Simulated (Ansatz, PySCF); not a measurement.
CHBr2F, SMILES FC(Br)Br.

Coordinates come from a PBE0-D3(BJ)/def2-SVP optimisation.

Vertical ionisation energy (IE) and electron affinity (EA) in eV. Rows of orbital energies are one-electron estimates. Where ΔSCF, EOM or ADC give a negative EA the extra electron is unbound and the value depends on the basis.

```json
[
 {"level": "−ε(HOMO), −ε(LUMO), r2SCAN/def2-TZVPD (PySCF)", "IE": "7.43", "EA": "2.21"},
 {"level": "−ε(HOMO), −ε(LUMO), PBE/def2-TZVPD (PySCF)", "IE": "7.11", "EA": "2.38"},
 {"level": "ΔSCF, PBE0/def2-SVPD (Ansatz), final states of multiplicity 2 and 2", "IE": "10.66", "EA": "-0.25"},
 {"level": "ΔSCF, PBE/def2-SVPD (Ansatz), final states of multiplicity 2 and 2", "IE": "10.30", "EA": "-0.15"}
]
```

Task: What vertical singlet–triplet gap does ΔSCF give with PBE0/def2-SVPD (Ansatz, a quantum-chemistry and plane-wave program) and with PBE/def2-SVPD (Ansatz)? (Estimate from the structure and the level; the computed values follow.)

Result: 4.99 and 4.68 eV (triplet above singlet where positive).
